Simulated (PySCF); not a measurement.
Isomers of C6H12O2SSi, one GFN2-xTB conformer each. Single-point energies are computed at PBE0/pcSseg-1 (PySCF, gas phase, no added dispersion term), electronic only.

```csv
SMILES,GFN2-xTB relative energy (kJ/mol)
C=C(COC)[SiH2]OC(C)=S,173.4
O=[S@@]1[C@H]2CC[C@]1(O[SiH3])CC2,0.0
C=C(OCC)[SiH2]OC(C)=S,164.4
CCO/C=C/[Si@@H]1OCCS1,78.5
CC(=O)[C@@H]1C[C@@]1([SiH3])[S@](C)=O,304.6
CS/C=C(\C)C[SiH2]C(=O)O,283.3
```

Conformers: `[CH2:1]=[C:2]([CH2:3][O:4][CH3:5])[SiH2:6][O:7][C:8]([CH3:9])=[S:10]` with C1–C2–C3–O4 -151°, C2–C3–O4–C5 85°, C1–C2–Si6–O7 -15°, C2–Si6–O7–C8 180°, Si6–O7–C8–C9 180°; `[O:1]=[S@@:2]1[C@H:3]2[CH2:4][CH2:5][C@:6]1([O:7][SiH3:8])[CH2:9][CH2:10]2` with C5–C6–O7–Si8 149°; `[CH2:1]=[C:2]([O:3][CH2:4][CH3:5])[SiH2:6][O:7][C:8]([CH3:9])=[S:10]` with C1–C2–O3–C4 -5°, C2–O3–C4–C5 -175°, C1–C2–Si6–O7 133°, C2–Si6–O7–C8 66°, Si6–O7–C8–C9 22°; `[CH3:1][CH2:2][O:3]/[CH:4]=[CH:5]/[Si@@H:6]1[O:7][CH2:8][CH2:9][S:10]1` with C1–C2–O3–C4 180°, C2–O3–C4–C5 -1°, C4–C5–Si6–O7 -3°, C5–Si6–O7–C8 -117°, Si6–O7–C8–C9 -28°, O7–C8–C9–S10 44°, C8–C9–S10–Si6 -35°; `[CH3:1][C:2](=[O:3])[C@@H:4]1[CH2:5][C@@:6]1([SiH3:7])[S@:8]([CH3:9])=[O:10]` with C1–C2–C4–C5 -128°, C5–C6–S8–C9 146°; `[CH3:1][S:2]/[CH:3]=[C:4](\[CH3:5])[CH2:6][SiH2:7][C:8](=[O:9])[OH:10]` with C1–S2–C3–C4 -175°, C3–C4–C6–Si7 91°, C4–C6–Si7–C8 -63°, C6–Si7–C8–O9 -26°, Si7–C8–O10–H 179°.

Question: What does PBE0/pcSseg-1 give for the same structures?

Answer: 
```tsv
SMILES	PBE0/pcSseg-1 E (Eh)	PBE0/pcSseg-1 (kJ/mol)	GFN2-xTB (kJ/mol)	point group
CCO/C=C/[Si@@H]1OCCS1	-1073.25919	0.0	78.5	C1
CS/C=C(\C)C[SiH2]C(=O)O	-1073.21701	110.8	283.3	C1
C=C(COC)[SiH2]OC(C)=S	-1073.20555	140.8	173.4	C1
C=C(OCC)[SiH2]OC(C)=S	-1073.20506	142.1	164.4	C1
O=[S@@]1[C@H]2CC[C@]1(O[SiH3])CC2	-1073.19471	169.3	0.0	C1
CC(=O)[C@@H]1C[C@@]1([SiH3])[S@](C)=O	-1073.14218	307.2	304.6	C1
```

GFN2-xTB puts O=[S@@]1[C@H]2CC[C@]1(O[SiH3])CC2 lowest instead; measured from each level's own lowest isomer, the values differ by up to 172.5 kJ/mol (CS/C=C(\C)C[SiH2]C(=O)O: 283.3 against 110.8). As drawn, the lowest has an Si–O bond and a C=C bond outside aromatic rings, which the highest lacks; the highest has a three-membered ring, a C=O bond and an S=O bond, which the lowest lacks. Neighbours under 10 kJ/mol apart (C=C(COC)[SiH2]OC(C)=S and C=C(OCC)[SiH2]OC(C)=S) can change places with a better method, another conformer or zero-point energy.

Question: Which frontier levels, dipoles and rotational constants go with these structures?

Answer: 
```tsv
SMILES	HOMO (eV, PBE0/pcSseg-1)	LUMO (eV)	dipole (D)	A, B, C (MHz)
CCO/C=C/[Si@@H]1OCCS1	-6.63	0.10	1.24	2541, 388.1, 365.0
CS/C=C(\C)C[SiH2]C(=O)O	-5.65	-0.52	0.89	1259, 580.3, 450.4
C=C(COC)[SiH2]OC(C)=S	-6.47	-1.23	3.81	1870, 504.2, 419.8
C=C(OCC)[SiH2]OC(C)=S	-6.14	-1.27	4.80	1166, 672.4, 499.0
O=[S@@]1[C@H]2CC[C@]1(O[SiH3])CC2	-6.77	0.08	3.49	1750, 894.8, 786.8
CC(=O)[C@@H]1C[C@@]1([SiH3])[S@](C)=O	-6.80	-1.11	2.41	1426, 774.6, 644.8
```
